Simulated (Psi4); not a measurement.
Internal rotation in SMILES C=Cc1sc([SeH])cc1 (C₆H₆SSe). Scanned: dihedral S8–C6–Se7–H14; all other coordinates were relaxed at GFN2-xTB. Points at φ and −φ are mirror images.

Geometry of the scan point at 45° (Å):
```
14

C      2.4484     1.2223    -0.5706
C      1.9445     0.1574     0.0460
C      0.5435    -0.1407     0.1660
C     -0.0242    -1.2213     0.7889
C     -1.4269    -1.2454     0.7144
C     -1.9314    -0.1853     0.0181
Se    -3.7711     0.2214    -0.2154
S     -0.6807     0.8913    -0.5174
H      3.5084     1.3934    -0.6290
H      1.8107     1.9557    -1.0368
H      2.5984    -0.5698     0.5105
H      0.5557    -1.9838     1.2784
H     -2.0450    -2.0170     1.1394
H     -3.6319     0.6646    -1.5883
```

Calculation: PBE-D3(BJ)/def2-SVP // GFN2-xTB (Psi4).

Scanned values (°): -165, -150, -135, -120, -105, -90, -75, -60, -45, -30, -15, 0, 15, 30, 45, 60, 75, 90, 105, 120, 135, 150, 165, 180.

### Question
Locate the minima and the barriers on this grid.

### Answer
Lower than their neighbours: -75° (0.0 kcal/mol), 75° (0.0 kcal/mol). Higher than their neighbours: 0° (0.9 kcal/mol), 180° (1.3 kcal/mol). The whole profile spans 1.3 kcal/mol.
